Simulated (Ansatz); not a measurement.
Input for Ansatz (a program for electronic structure): R-CCSD(T)/def2-QZVPP on H2O (SMILES O). The basis file is the Basis Set Exchange's JSON of that set.

Ansatz 0.2 input:
```yaml
crystal:
  periodic: [false, false, false]
  atoms:
    - {symbol: O, position_ang: [-0.00000000, 0.00000000, 0.38961139]}
    - {symbol: H, position_ang: [0.00000000, 0.76498632, -0.19485569]}
    - {symbol: H, position_ang: [0.00000000, -0.76498632, -0.19485569]}
basis:
  gaussian:
    orbitals: def2-QZVPP.json
magnetization: {spin_polarized: false}
correlation: {method: ccsd_t, electrons: outside_noble_gas}
scf: {lower_state_search: off}
```

Output:

```
WARN ansatz: RAYON_NUM_THREADS=4 ignored (pool sized by the plan → 4); use --threads N
Functional definition: HF
these checks for a lower state are left out or cut short: stability, starts, cluster_reference, orbital_swaps, neighbouring_geometries, increment
integrals: 0.17 GiB planned
716 factors; integrals over basis functions are off by at most 1.8e-3 eV
mean field: 0.16 GiB planned
mean field evaluation 1: about -2068.0230 eV, gradient 3.3e1 eV
mean field evaluation 2: about -2068.0230 eV, gradient 3.3e1 eV
mean field evaluation 4: about -2069.8634 eV, gradient 1.4e0 eV
mean field evaluation 8: about -2069.8710 eV, gradient 3.7e-5 eV
mean field -2069.87103287 eV, -76.0663574489 hartree, gradient 2.2e-6 eV, S^2 0.000000; 0 other end points of the search recorded, 0 dependent functions left out
1 core orbitals not correlated
reference -2069.87103287 eV, -76.0663574489 hartree; 4, 4 occupied and 112, 112 virtual orbitals, 716 factors
second order -7.69842936 eV of doubles, -0.00000000 eV of singles
coupled cluster: 0.39 GiB planned
cycle   1  -7.61119156 eV  change    8.7e-2 eV  update   4.4e-2
cycle   2  -7.75201556 eV  change   -1.4e-1 eV  update   1.2e-2
cycle   3  -7.78067681 eV  change   -2.9e-2 eV  update   4.9e-3
cycle   4  -7.77781242 eV  change    2.9e-3 eV  update   8.8e-4
cycle   5  -7.77801527 eV  change   -2.0e-4 eV  update   3.1e-4
cycle   6  -7.77810778 eV  change   -9.3e-5 eV  update   6.8e-5
cycle   7  -7.77807867 eV  change    2.9e-5 eV  update   2.3e-5
cycle   8  -7.77808260 eV  change   -3.9e-6 eV  update   7.9e-6
perturbative correction -0.24832838 eV, -0.0091258997 hartree
Total energy: -2077.89744385 eV, -76.3613226120 hartree
Checks for a lower state left out: stability, starts, cluster_reference, orbital_swaps, neighbouring_geometries, increment
```

The run converged.

Cost: very roughly 4 core-seconds.
